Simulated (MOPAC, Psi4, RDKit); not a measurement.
Conformational energy of SMILES O=C(O)[SiH2][SiH2]S. Scanned: dihedral O1–C2–Si4–Si5; all other coordinates were relaxed at B3LYP-D3(BJ)/def2-SVP. Points at φ and −φ are mirror images. Heavy atoms are numbered in the order of the SMILES O=C(O)[SiH2][SiH2]S, hydrogens after them in the order of the atoms that carry them; the mirror image has the same energies with the sign of each dihedral reversed.

Computed with: PM6, restricted, heats of formation // B3LYP-D3(BJ)/def2-SVP (MOPAC); UFF // B3LYP-D3(BJ)/def2-SVP (RDKit); AM1, restricted, heats of formation // B3LYP-D3(BJ)/def2-SVP (MOPAC); MP2/cc-pVTZ = Psi4 with DF-MP2 (frozen core)/cc-pVTZ // B3LYP-D3(BJ)/def2-SVP.

Energies relative to the lowest point of each profile, in kcal/mol; the last columns give the difference from MP2:

```json
[
 {"φ / °": "-150", "PM6": "0.1", "UFF": "2.5", "AM1": "1.1", "MP2/cc-pVTZ": "0.2", "PM6 − MP2/cc-pVTZ": "-0.1", "UFF − MP2/cc-pVTZ": "2.3", "AM1 − MP2/cc-pVTZ": "0.9"},
 {"φ / °": "-120", "PM6": "0.5", "UFF": "2.4", "AM1": "0.2", "MP2/cc-pVTZ": "0.2", "PM6 − MP2/cc-pVTZ": "0.4", "UFF − MP2/cc-pVTZ": "2.2", "AM1 − MP2/cc-pVTZ": "0.1"},
 {"φ / °": "-90", "PM6": "1.1", "UFF": "0.9", "AM1": "0.0", "MP2/cc-pVTZ": "0.2", "PM6 − MP2/cc-pVTZ": "0.9", "UFF − MP2/cc-pVTZ": "0.8", "AM1 − MP2/cc-pVTZ": "-0.2"},
 {"φ / °": "-60", "PM6": "1.1", "UFF": "0.0", "AM1": "0.7", "MP2/cc-pVTZ": "0.1", "PM6 − MP2/cc-pVTZ": "0.9", "UFF − MP2/cc-pVTZ": "-0.1", "AM1 − MP2/cc-pVTZ": "0.6"},
 {"φ / °": "-30", "PM6": "0.7", "UFF": "0.2", "AM1": "2.0", "MP2/cc-pVTZ": "0.0", "PM6 − MP2/cc-pVTZ": "0.7", "UFF − MP2/cc-pVTZ": "0.2", "AM1 − MP2/cc-pVTZ": "1.9"},
 {"φ / °": "0", "PM6": "0.5", "UFF": "0.5", "AM1": "2.3", "MP2/cc-pVTZ": "0.0", "PM6 − MP2/cc-pVTZ": "0.5", "UFF − MP2/cc-pVTZ": "0.5", "AM1 − MP2/cc-pVTZ": "2.3"},
 {"φ / °": "30", "PM6": "0.7", "UFF": "0.2", "AM1": "2.0", "MP2/cc-pVTZ": "0.0", "PM6 − MP2/cc-pVTZ": "0.7", "UFF − MP2/cc-pVTZ": "0.2", "AM1 − MP2/cc-pVTZ": "1.9"},
 {"φ / °": "60", "PM6": "1.1", "UFF": "0.0", "AM1": "0.7", "MP2/cc-pVTZ": "0.1", "PM6 − MP2/cc-pVTZ": "0.9", "UFF − MP2/cc-pVTZ": "-0.1", "AM1 − MP2/cc-pVTZ": "0.6"},
 {"φ / °": "90", "PM6": "1.1", "UFF": "0.9", "AM1": "0.0", "MP2/cc-pVTZ": "0.2", "PM6 − MP2/cc-pVTZ": "0.9", "UFF − MP2/cc-pVTZ": "0.8", "AM1 − MP2/cc-pVTZ": "-0.2"},
 {"φ / °": "120", "PM6": "0.5", "UFF": "2.4", "AM1": "0.2", "MP2/cc-pVTZ": "0.2", "PM6 − MP2/cc-pVTZ": "0.4", "UFF − MP2/cc-pVTZ": "2.2", "AM1 − MP2/cc-pVTZ": "0.1"},
 {"φ / °": "150", "PM6": "0.1", "UFF": "2.5", "AM1": "1.1", "MP2/cc-pVTZ": "0.2", "PM6 − MP2/cc-pVTZ": "-0.1", "UFF − MP2/cc-pVTZ": "2.3", "AM1 − MP2/cc-pVTZ": "0.9"},
 {"φ / °": "180", "PM6": "0.0", "UFF": "1.6", "AM1": "1.4", "MP2/cc-pVTZ": "0.3", "PM6 − MP2/cc-pVTZ": "-0.3", "UFF − MP2/cc-pVTZ": "1.4", "AM1 − MP2/cc-pVTZ": "1.2"}
]
```

PM6 is furthest from MP2/cc-pVTZ at -60 (0.9 kcal/mol, above); its mean absolute difference over the points is 0.6 kcal/mol.

UFF is furthest from MP2/cc-pVTZ at -150 (2.3 kcal/mol, above); its mean absolute difference over the points is 1.1 kcal/mol.

AM1 is furthest from MP2/cc-pVTZ at 0 (2.3 kcal/mol, above); its mean absolute difference over the points is 0.9 kcal/mol.
